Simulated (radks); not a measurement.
Results of a calculation; reference values are marked as such.
Ionisation of Ne3+, [He] 2s2 2p3, to Ne4+, [He] 2s2 2p2, under several functionals. Dirac Kohn-Sham, spin-unpolarised, spherical densities, finite nucleus; open shells are shared between the two j in proportion to 2j + 1; a radial shooting solver on a logarithmic mesh with Libxc functionals.

\begin{tabular}{lrrrrrr}
functional & E(Ne3+) (hartree) & Exc (hartree) & IE (eV) & -e(HOMO) (eV) & <r> HOMO (bohr) & IE error (eV) \\ \hline
OLYP & -124.19742 & -10.42068 & 94.704 & 80.613 & 0.7558 & -2.486 \\
RPBE & -124.21804 & -10.43689 & 94.543 & 80.422 & 0.7557 & -2.647 \\
LDA (Slater exchange, VWN5 correlation) & -123.46790 & -9.65509 & 94.709 & 80.588 & 0.7544 & -2.481 \\
B86b exchange with PBE correlation & -124.19720 & -10.41578 & 94.720 & 80.575 & 0.7545 & -2.470 \\
PBE & -124.11941 & -10.33453 & 94.629 & 80.494 & 0.7549 & -2.561 \\
\end{tabular}

NIST Atomic Spectra Database: 97.190 eV (semi-empirical). Closest: B86b exchange with PBE correlation. The Delta-SCF values span 0.18 eV, the total energies 0.75 hartree. The highest occupied level is 2p3/2. Spin polarisation and multiplet splitting are left out, so open shells lie too high by an amount that depends on their filling.

Beside tabulated values, note that spin-unpolarised runs miss the spin-polarisation part of the exchange energy of open shells.
